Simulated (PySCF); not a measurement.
A series of substituents X on one scaffold: SiH2(OH)-X. Isolated molecules, 0 K electronic values unless said otherwise. One relaxed conformer stands for each flexible species; it need not be the lowest. Strings in code marks are SMILES.

The four lowest singlet excitations (Tamm–Dancoff). Method: PBE-D3(BJ)/def2-TZVP // PBE0-D4/def2-TZVP in PySCF 2.14.0. Excitations are Tamm–Dancoff values on a coarser integration grid. The basis has no diffuse functions, so Rydberg states are missing or too high.

| state | energy (eV) | wavelength (nm) | oscillator strength |
|---|---|---|---|
| S1 | 6.47 | 192 | 0.025 |
| S2 | 6.74 | 184 | 0.093 |
| S3 | 6.88 | 180 | 0.001 |
| S4 | 7.03 | 176 | 0.005 |

Q: Name which member gives these states.
A. `O[SiH2]C(F)F` (H–O–Si–C torsion 51°, O–Si–C–F torsion -53°)
B. `O[SiH2]F` (H–O–Si–F torsion 72°)
C. `N[SiH2]O`
D. `O[SiH2]C1CC1` (H–O–Si–C torsion 56°, O–Si–C–C torsion -156°)

A: C, `N[SiH2]O`
